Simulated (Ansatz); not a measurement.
Mulliken charges of FGaH4OSSi (`[OH][Ga]([SH])[SiH2]F`) from r2SCAN/def2-TZVPP in Ansatz (PBE0-D4/def2-TZVP geometry).

```csv
atom,x (Å),y (Å),z (Å),charge (e)
O1,-0.240,2.094,0.161,-0.412
Ga2,0.335,0.427,-0.115,0.442
S3,2.401,0.141,-0.860,-0.278
Si4,-1.108,-1.442,0.350,0.431
F5,-2.636,-0.962,0.428,-0.316
H6,0.392,2.784,-0.048,0.181
H7,2.702,1.451,-0.865,0.098
H8,-1.003,-2.469,-0.719,-0.071
H9,-0.755,-2.069,1.651,-0.072
```

Question: By hand: the dipole of these point charges (1 e Å = 4.8032 D).

Answer: Σ q r = (0.396, -0.060, -0.024) e Å, of length 0.401 e Å = 1.93 D.

Question: How does the dipole of the full density compare? (Best estimate.)

Answer: Computed: (0.291, 0.058, -0.033) e Å, 1.43 D; the point charges give 1.35 times that, at 20° from its direction.

Point charges leave out the atoms' own dipoles, such as those of lone pairs, and Mulliken's split depends on the basis, so the two needn't agree.
